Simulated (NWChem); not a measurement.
System meant: C2H8Si2; SMILES [SiH3]C(=C)[SiH3]

The following NWChem deck was run.

```
start job
memory heap 200 mb stack 900 mb global 1100 mb
geometry units angstroms noautoz
  C      0.000000     0.000000     1.790550
  C      0.000000     0.000000     0.445280
  Si    -1.631988     0.000000    -0.485715
  Si     1.631988     0.000000    -0.485715
  H      0.927838     0.000000     2.378295
  H     -0.927838     0.000000     2.378295
  H     -1.735768     1.205705    -1.365155
  H     -2.764754     0.000000     0.490116
  H     -1.735768    -1.205705    -1.365155
  H      2.764754     0.000000     0.490116
  H      1.735768    -1.205705    -1.365155
  H      1.735768     1.205705    -1.365155
end
basis spherical
  C library def2-svp
  Si library def2-svp
  H library def2-svp
end
dft
  xc b3lyp
  iterations 4
  mulliken
end
task dft energy
```

End of the output:

```
    Atom       Charge   Shell Charges
 -----------   ------   -------------------------------------------------------
    1 C    6     6.01   1.97  0.61  0.32  1.82  1.22  0.08
    2 C    6     6.36   1.97  0.66  0.36  1.91  1.41  0.05
    3 Si  14    13.54   2.00  1.93  0.66  0.34  5.82  1.32  1.20  0.28
    4 Si  14    13.54   2.00  1.93  0.66  0.34  5.82  1.32  1.20  0.28
    5 H    1     0.98   0.64  0.27  0.07
    6 H    1     0.98   0.64  0.27  0.07
    7 H    1     1.10   0.65  0.43  0.02
    8 H    1     1.10   0.65  0.43  0.02
    9 H    1     1.10   0.65  0.43  0.02
   10 H    1     1.10   0.65  0.43  0.02
   11 H    1     1.10   0.65  0.43  0.02
   12 H    1     1.10   0.65  0.43  0.02

 center of mass
 --------------
 x =   0.00000000 y =   0.00000000 z =  -0.00507699

 moments of inertia (a.u.)
 ------------------
         283.225599441680           0.000000000000           0.000000000000
           0.000000000000         899.072507265341           0.000000000000
           0.000000000000           0.000000000000         657.702636742506

     Multipole analysis of the density
     ---------------------------------

     L   x y z        total         alpha         beta         nuclear
     -   - - -        -----         -----         ----         -------
     0   0 0 0      0.000000    -24.000000    -24.000000     48.000000

     1   1 0 0      0.000000      0.000000      0.000000     -0.000000
     1   0 1 0      0.000000      0.000000      0.000000      0.000000
     1   0 0 1      0.349146      0.174573      0.174573      0.000000

     2   2 0 0    -32.529126   -201.309677   -201.309677    370.090227
     2   1 1 0      0.000000      0.000000      0.000000      0.000000
     2   1 0 1      0.000000      0.000000      0.000000      0.000000
     2   0 2 0    -33.109756    -26.937566    -26.937566     20.765375
     2   0 1 1      0.000000      0.000000      0.000000      0.000000
     2   0 0 2    -30.949175    -98.107617    -98.107617    165.266058

 ------------------------------------------------------------------------
 dft energy failed                                                                                  0
 ------------------------------------------------------------------------
 ------------------------------------------------------------------------
  current input line :
    27: task dft energy
 ------------------------------------------------------------------------
 ------------------------------------------------------------------------
 This type of error is most commonly associated with calculations not reaching convergence criteria
 ------------------------------------------------------------------------
 For more information see the NWChem manual at https://nwchemgit.github.io

0:dft energy failed:Received an Error in Communication
```

Find the fault in this run and fix the input.

The run did not converge; its last values are not results. Cause: the SCF was allowed too few iterations. This input runs:
```
start job
memory heap 200 mb stack 900 mb global 1100 mb
geometry units angstroms noautoz
  C      0.000000     0.000000     1.790550
  C      0.000000     0.000000     0.445280
  Si    -1.631988     0.000000    -0.485715
  Si     1.631988     0.000000    -0.485715
  H      0.927838     0.000000     2.378295
  H     -0.927838     0.000000     2.378295
  H     -1.735768     1.205705    -1.365155
  H     -2.764754     0.000000     0.490116
  H     -1.735768    -1.205705    -1.365155
  H      2.764754     0.000000     0.490116
  H      1.735768    -1.205705    -1.365155
  H      1.735768     1.205705    -1.365155
end
basis spherical
  C library def2-svp
  Si library def2-svp
  H library def2-svp
end
dft
  xc b3lyp
  iterations 150
  mulliken
end
task dft energy
```
It converges to -659.77745 Ha (B3LYP/def2-SVP).
